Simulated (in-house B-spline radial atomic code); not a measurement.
A fraction x of an electron is removed from 4d in Tc4+, starting from [Kr] 4d3 and keeping the highest spin. Computed with a radial B-spline atomic code at the basis-set limit: scalar-relativistic (X2C) OLYP, spin-polarised, spherical fractional occupations, Fermi nucleus of rms radius 4.41117 fm.

```tsv
x	E(x) - E(0) (eV)	4d up level (eV)
0	0.0000	-50.440
0.09	4.5982	-51.745
0.14	7.2037	-52.473
0.32	16.8863	-55.116
0.38	20.2198	-56.003
0.5	27.0472	-57.789
0.53	28.7876	-58.237
0.65	35.8840	-60.038
0.79	44.4374	-62.156
0.88	50.0930	-63.526
1	57.8263	-65.364
```

The exact functional would give a straight line between the two integer points. Deviations E(x) - E(0) - x[E(1) - E(0)], in eV: -0.606 at x = 0.09, -0.892 at x = 0.14, -1.618 at x = 0.32, -1.754 at x = 0.38, -1.866 at x = 0.5, -1.86 at x = 0.53, -1.703 at x = 0.65, -1.245 at x = 0.79, -0.794 at x = 0.88.

The curve lies below the straight line by up to 1.866 eV (at x = 0.5): convex, the delocalisation error that favours fractional charges.

Task: How well does Slater's transition state (minus the level at half occupation) give the ionisation energy?

Result: It gives 57.789 eV against 57.826 eV from the two total energies; NIST lists 57.00 eV, ground level to ground level.
